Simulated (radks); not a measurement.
The numbers below are computed, except where a source is named.
How relativity changes the ionisation of neutral gold ([Xe] 4f14 5d10 6s1) to Au+ ([Xe] 4f14 5d10). Spin-unpolarised spherical Kohn-Sham, PBE, point nucleus unless stated (finite: rms radius 5.4371 fm), a radial shooting solver on a logarithmic mesh with Libxc functionals. A level marked "c x" has the speed of light scaled by that factor.

level                        E(Au) (hartree)  E(Au+) (hartree)  IE (eV)   HOMO  <r> HOMO (bohr)
non-rel.                         -17869.1361       -17868.8684    7.284     6s            3.374
scalar-rel.                      -19011.8709       -19011.5251    9.409     6s            2.867
scalar-rel., finite nucleus      -19007.6191       -19007.2736    9.402     6s            2.869
Dirac                            -19048.0965       -19047.7501    9.427  6s1/2            2.867
Dirac, finite nucleus            -19043.7959       -19043.4497    9.420  6s1/2            2.868
Dirac, c x 1.5                   -18340.7476       -18340.4512    8.064  6s1/2            3.156
Dirac, c x 2                     -18125.8674       -18125.5846    7.696  6s1/2            3.253
Dirac, c x 5                     -17908.8615       -17908.5916    7.346  6s1/2            3.355

NIST Atomic Spectra Database: 9.226 eV (measured). The relativistic part of the total energy of Au is -1175 hartree (Dirac, finite nucleus), 6.6 % of the non-relativistic value. Spin polarisation and multiplet splitting of open shells are left out at every level.

Beside tabulated values, note that relativity, absent from the non-relativistic runs, is large for the heavy elements, and spin-unpolarised runs miss the spin-polarisation part of the exchange energy of open shells.
